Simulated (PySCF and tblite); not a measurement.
Results of a calculation; reference values are marked as such.
2 regioisomers of C4H3BrO:

```tsv
isomer	SMILES
A	[Br:1][c:2]1[cH:3][cH:4][o:5][cH:6]1
B	[Br:1][c:2]1[cH:3][cH:4][cH:5][o:6]1
```

Each isomer is a Boltzmann average at 298.15 K over at most 6 conformers: GFN2-xTB geometries, energies PBE0/pcSseg-1 (IEF-PCM, acetonitrile) (D3(BJ) added where defined), GIAO shieldings PBE0/pcSseg-1 (IEF-PCM, acetonitrile), GFN2-xTB thermal terms. Programs: PySCF with density fitting and tblite.

(1) What shifts does each isomer give (ppm)?

Spin–orbit effects of the heavy atoms on shieldings are missing. At a carbon that bears Br the missing effect is some 10 ppm, beside I tens of ppm. Shifts are unscaled: against experiment ¹³C can be off by 15 ppm or more and ¹H by 0.8 ppm.

Results:

(1) 
A: ¹H (against TMS): 7.83 (H4, 1H), 7.82 (H6, 1H), 6.97 (H3, 1H). ¹³C (against TMS): 150.2 (C4), 149.5 (C6), 123.4 (C2), 122.2 (C3).

B: ¹H (against TMS): 7.85 (H5, 1H), 7.06 (H4, 1H), 7.02 (H3, 1H). ¹³C (against TMS): 151.9 (C5), 143.2 (C2), 122.0 (C3), 120.9 (C4).
